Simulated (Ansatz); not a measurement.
# From B to In: the HOMO–LUMO gap

Gas-phase molecules, one atom swapped for its congeners: C2HBCl2 `C#CB(Cl)Cl`; C2HAlCl2 `C#[C][Al]([Cl])[Cl]`; C2HCl2Ga `C#[C][Ga]([Cl])[Cl]`; C2HCl2In `C#[C][In]([Cl])[Cl]`. All are singlets with charge 0.

Shapes, held fixed at every level: PBE0-D4/def2-TZVP. Programs: Ansatz 0.2.0. Values in eV.

| level | C2HBCl2 | C2HAlCl2 | C2HCl2Ga | C2HCl2In |
| --- | --- | --- | --- | --- |
| SPW92/def2-TZVPP | 4.04 | 4.88 | 4.73 | 4.68 |
| PBE-D4/def2-TZVPP | 4.12 | 4.96 | 4.83 | 4.78 |
| B3LYP-D4/def2-TZVPP | 5.84 | 6.54 | 6.38 | 6.25 |
| PBE0-D4/def2-TZVPP | 6.27 | 7.01 | 6.89 | 6.78 |
| r2SCAN0-D4/def2-TZVPP | 6.58 | 7.33 | 7.18 | 7.07 |
| wB97X-V/def2-TZVPP | 10.84 | 11.41 | 11.29 | 11.07 |

At wB97X-V/def2-TZVPP the HOMO–LUMO gap isn't monotonic: it is largest for Al and smallest for B (11.41 and 10.84 eV). Every level shows the same order. For atoms past krypton def2 sets carry core potentials with scalar relativity. Relativity is left out for Ga. Orbital gaps aren't excitation energies, and the LUMO depends on the basis.
